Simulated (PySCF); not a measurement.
Assignment exercise: C$_{4}$H$_{4}$F$_{4}$O

Bonds (- single, = double, # triple, : aromatic): C1=C2 1.325 Å, C2-O3 1.355 Å, O3-C4 1.395 Å, C4-F5 1.346 Å, C2-C6 1.519 Å, C6-F7 1.338 Å, C6-F8 1.338 Å, C6-F9 1.336 Å. C1 carries H10, H11; C4 carries H12, H13. H10 is cis to O3; H11 is trans to O3.

Method: σ from GIAO-PBE0/pcSseg-1, GFN2-xTB structure, in PySCF 2.14.0 with density-fitted response routines (one averaged value for each set of equivalent atoms, no solvent, no relativistic terms, a single conformation).

References, each an isolated molecule treated in the same way: TMS for 13C, 1H.

**Question.** Assign these signals to the numbered atoms. 13C{1H} NMR (computed): δ 156.1, 128.3, 105.2, 92.3.

**Answer.** 
| δ (ppm) | atoms | environment | reason |
| --- | --- | --- | --- |
| 156.1 | C2 | alkene carbon bearing oxygen | an sp2 carbon further deshielded by the attached heteroatom |
| 128.3 | C6 | CF3 carbon | 3 electronegative neighbours deshield it |
| 105.2 | C4 | sp3 CH2 bonded to F and O | 2 electronegative neighbours deshield it |
| 92.3 | C1 | β carbon of an enol-ether or enamine type C=C | the O or N lone pair pushes π density onto this β carbon and shields it |

**Question.** Assign these signals to the numbered atoms. 1H NMR (400 MHz, computed): δ 5.85 (m, 2H), 5.16 (m, 1H), 4.14 (m, 1H).

**Answer.** 
| δ (ppm) | atoms | environment | reason |
| --- | --- | --- | --- |
| 5.85 | H12/H13 | hydrogen on an sp3 CH2 bonded to F and O | its carbon carries F and O, hence the downfield position |
| 5.16 | H11 | hydrogen on a β carbon of an enol-ether or enamine type C=C | a vinylic proton, deshielded by the sp2 carbon and the C=C anisotropy |
| 4.14 | H10 | hydrogen on a β carbon of an enol-ether or enamine type C=C | – |

Splittings by 19F in the carbon and heteronuclear signals aren't shown, as no couplings were computed. Shifts are as computed. Against solution values, carbons near 30 ppm lie about +3 ppm off and those near 130 ppm about +5 ppm. Of 1211 compounds with measured shifts, 218 miss one by over three times the rms of a fit or turn the order of signals round; such compounds aren't used in these exercises. Multiplicities follow the n + 1 count of equivalent neighbours, as no J values were calculated; m marks all less simple cases, F and P coupling included.
